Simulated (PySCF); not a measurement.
Structure revision by computed shifts

A compound C$_{9}$H$_{7}$FN$_{2}$ gives the data below (simulated from a calculation) and was assigned the structure `Fc1cccc(-n2cccn2)c1`.

$^{13}$C{$^{1}$H} NMR (computed): δ 161.0 (C), 144.2 (CH), 134.7 (CH), 132.3 (C), 131.5 (CH), 130.6 (CH), 129.3 (CH), 123.1 (CH), 114.5 (CH).

$^{1}$H NMR (400 MHz, computed): δ 9.27 (m, 1H), 8.44 (m, 1H), 7.84 (m, 1H), 7.57 (m, 1H), 7.55 (m, 1H), 7.43 (m, 1H), 6.61 (m, 1H).

- coordinates at the GFN2-xTB level
- shielding tensors at PBE0/pcSseg-1 (GIAO)
- program: PySCF 2.14
- a single conformation, no relativistic terms, isolated molecule

Referencing at the same level of theory: TMS for $^{1}$H (σ = 31.72 ppm) and $^{13}$C (σ = 186.93 ppm).

(1) Compare with the shifts computed for the proposed structure, pairing carbons in order of shift.

(2) Which isomer fits?

Results:

(1) Structure with atom numbers: `[F:1][c:2]1[cH:3][cH:4][cH:5][c:6](-[n:7]2[cH:8][cH:9][cH:10][n:11]2)[cH:12]1`. Hydrogens are named by the atom that carries them.

```csv
atom,computed for proposal,given list,difference
C2,173.3,161.0,+12.3
C6,145.7,144.2,+1.5
C10,145.1,134.7,+10.4
C4,136.9,132.3,+4.6
C8,128.8,131.5,-2.7
C5,120.5,130.6,-10.1
C3,117.9,129.3,-11.4
C9,114.5,123.1,-8.6
C12,106.3,114.5,-8.2
```

The rms difference is 8.6 ppm and the largest +12.3 ppm at C2 (aromatic carbon bearing fluorine). The carbon types in order of shift don't match either: C, C, CH, CH, CH, CH, CH, CH, CH for the proposal against C, CH, CH, C, CH, CH, CH, CH, CH in the data. The proposal doesn't fit.

(2) `Fc1ccccc1-n1cccn1`.

1. Carbon types of the structure: 2 × C, 7 × CH, which accounts for all hydrogens.
2. δC 161.0: aromatic carbon bearing fluorine; an ipso carbon deshielded by its heteroatom.
3. δC 144.2, 134.7: aromatic CH next to a ring nitrogen.
4. δC 131.5, 130.6, 129.3, 123.1, 114.5: aromatic CH.
5. δH 9.27, 7.57, 7.55, 7.43, 6.61: hydrogen on an aromatic CH; aromatic region.

The shifts were computed for this structure.

Splittings by $^{19}$F in the carbon and heteronuclear signals aren't shown, as no couplings were computed. Shifts are as computed. Against solution values, carbons near 30 ppm lie about +3 ppm off and those near 130 ppm about +5 ppm. Of 1211 compounds with measured shifts, 218 miss one by over three times the rms of a fit or turn the order of signals round; such compounds aren't used in these exercises. Multiplicities follow the n + 1 count of equivalent neighbours, as no J values were calculated; m marks all less simple cases, F and P coupling included.
